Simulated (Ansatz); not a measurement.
```yaml
crystal:
  periodic: [false, false, false]
  atoms:
    - {symbol: Si, position_ang: [-1.173146, 1.441088, -0.774728]}
    - {symbol: Te, position_ang: [1.218647, 0.806469, -0.903590]}
    - {symbol: Si, position_ang: [0.917397, -0.948780, 0.847363]}
    - {symbol: H, position_ang: [-2.039196, 0.226112, -0.824024]}
    - {symbol: H, position_ang: [-1.461454, 2.307611, -1.952786]}
    - {symbol: H, position_ang: [0.548352, -0.335771, 2.147212]}
    - {symbol: H, position_ang: [2.220321, -1.647708, 0.970196]}
    - {symbol: H, position_ang: [-0.138720, -1.906123, 0.434657]}
basis:
  gaussian: {orbitals: def2-TZVPD}
magnetization: {spin_polarized: true, initial_magnetization: 1}
hamiltonian: {xc: {name: B2PLYP}}
accuracy: high
scf: {max_iter: 3}
output: {forces: true}
```

```sh
$ ansatz run in.yaml --threads 4 --pin off --events-out ev --progress --plain --max-ram 10444MiB
```

(1) How does Ansatz answer? (Best estimate.)

## Answers

(1) The calculation gave: The program refused the input.
```
Error: invalid value for `basis.gaussian`: such a run doesn't read scf.max_iter; remove what it names
```
